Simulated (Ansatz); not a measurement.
`C[N](C)[Zn][OH]`, charge 0, multiplicity 1.

(1) Give a relaxed structure at PBE0-D4/def2-TZVP (Ansatz 0.2.0). (An estimate is asked.)

## Answers

(1) The calculation gave: 
Cartesian coordinates in Å:
```
C -1.0918 0.5363 0.9068
N -0.0333 -0.0847 0.1580
C 1.1546 -0.2811 0.9434
Zn -0.1089 -0.3718 -1.6167
O -0.2365 -0.7995 -3.3306
H -1.9906 0.6660 0.2988
H -1.3755 -0.0714 1.7810
H -0.8068 1.5307 1.2890
H 1.5642 0.6679 1.3277
H 1.9436 -0.7657 0.3630
H 0.9561 -0.9198 1.8190
H 0.0249 -0.1070 -3.9395
```
Point group Cs.
This is one stationary point; other conformers may exist.
